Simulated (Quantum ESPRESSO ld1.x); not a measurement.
Results of a calculation; reference values are marked as such.
All-electron atom: Nb I in [Kr] 4d1 5s2 5p2 (not the ground configuration). Level of theory: Dirac Kohn-Sham, LDA (Slater exchange, Perdew-Zunger correlation), spin-unpolarised, spherical densities, point nucleus; open shells are shared between the two j in proportion to 2j + 1 (ld1.x of Quantum ESPRESSO 7.5).

Unscreened Slater integrals over Kohn-Sham orbitals (cm^-1). Large and small components are both included.

integral          value
F0(5p3/2,5p3/2)   49259
F2(5p3/2,5p3/2)   26102
F0(5p3/2,5p1/2)   49881
G2(5p3/2,5p1/2)   26392
F0(5p3/2,5s1/2)   54853
G1(5p3/2,5s1/2)   34026
F0(5p3/2,4d5/2)   61507
F2(5p3/2,4d5/2)   18653
G1(5p3/2,4d5/2)  8725.9
G3(5p3/2,4d5/2)  7021.9
F0(5p1/2,5p1/2)   50532
F0(5p1/2,5s1/2)   55774
G1(5p1/2,5s1/2)   35487
F0(5p1/2,4d5/2)   62893
G3(5p1/2,4d5/2)  7624.6
F0(5s1/2,5s1/2)   63533
F0(5s1/2,4d5/2)   75857
G2(5s1/2,4d5/2)   15992
F0(4d5/2,4d5/2)  112500
F2(4d5/2,4d5/2)   56180
F4(4d5/2,4d5/2)   36613
